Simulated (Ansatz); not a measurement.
**Ligand exchange: C5H10 + Al(CH3)(SH)2 → C5H10S + AlH(CH3)(SH)**

Species: C5H10 (cyclopentane) `C1CCCC1`, singlet; Al(CH3)(SH)2, singlet; C5H10S (cyclopentanethiol) `SC1CCCC1`, singlet; AlH(CH3)(SH), singlet. The partners trade H for SH: C–H and Al–SH bonds give way to C–SH and Al–H.

Shapes, held fixed at every level: PBE0-D4/def2-TZVP. Flexible molecules stand in one conformer, not always the lowest. Programs: Ansatz 0.2.0. Electronic energies: no zero-point or thermal term.

```
               level                    kind  ΔE (kJ/mol)  less CCSD(T)/CBS estimate
       HF/def2-TZVPP            Hartree–Fock       +163.1                       +5.1
 B3LYP-D4/def2-TZVPP           global hybrid       +156.8                       -1.2
  wB97M-V/def2-TZVPP  range-separated hybrid       +156.2                       -1.8
  wB97X-V/def2-TZVPP  range-separated hybrid       +154.0                       -4.0
   B2PLYP/def2-TZVPP           double hybrid       +159.7                       +1.7
      MP2/def2-TZVPP     perturbation theory       +158.5                       +0.5
CCSD(T)/CBS estimate   coupled cluster or CI       +158.0                        0.0
```

The highest level, CCSD(T)/CBS estimate, gives ΔE = +158.0 kJ/mol; the levels span +154.0 to +163.1. The column of differences is taken from that level and isn't an error. No measured value is set beside it here. The CBS estimate extrapolates MP2 from def2-TZVPP and def2-QZVPP and adds CCSD(T) − MP2 in the triple-zeta set, cores frozen.
